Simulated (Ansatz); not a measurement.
Reactions of `[SeH][InH2]`.

Calculated with Ansatz (gas phase, PBE0-D4/def2-TZVP geometries, no zero-point term in ΔE). CCSD(T)/CBS is the MP2 limit (def2-TZVPP, def2-QZVPP) plus CCSD(T) − MP2 in def2-TZVPP, frozen cores. This one scheme is used for every species. Functionals use def2-TZVPP. B3LYP here is the variant with VWN-RPA as its local correlation; programs differ in this. Open shells (•) are unrestricted, without spin–orbit coupling. Elements past krypton have def2 core potentials. For I, In, Se outer-core shells are correlated without core-valence functions, which leaves a few kJ/mol of doubt a bond. Scalar relativity is left out up to krypton. Each species was taken in one conformer, which may not be the lowest.

```tsv
reaction	CCSD(T)/CBS(def2) (eV)
`[SeH][InH2]` + H₂Se → `[SeH][SeH]` + `[InH3]`	1.36
`[SeH][InH2]` + `N[SiH3]` → `N[SiH2][InH2]` + H₂Se	1.09
`[SeH][InH2]` → `[InH2]`• + `[SeH]`•	3.49
`[SeH][InH2]` + H₂ → H₂Se + `[InH3]`	1.15
`[SeH][InH2]` + HI → `[InH2][I]` + H₂Se	?
```

Fill in the missing values. (Estimate.)

Computed: `[SeH][InH2]` + HI → `[InH2][I]` + H₂Se: -0.38 eV.

Largest T1 diagnostic: 0.018, for `[InH2]`•.
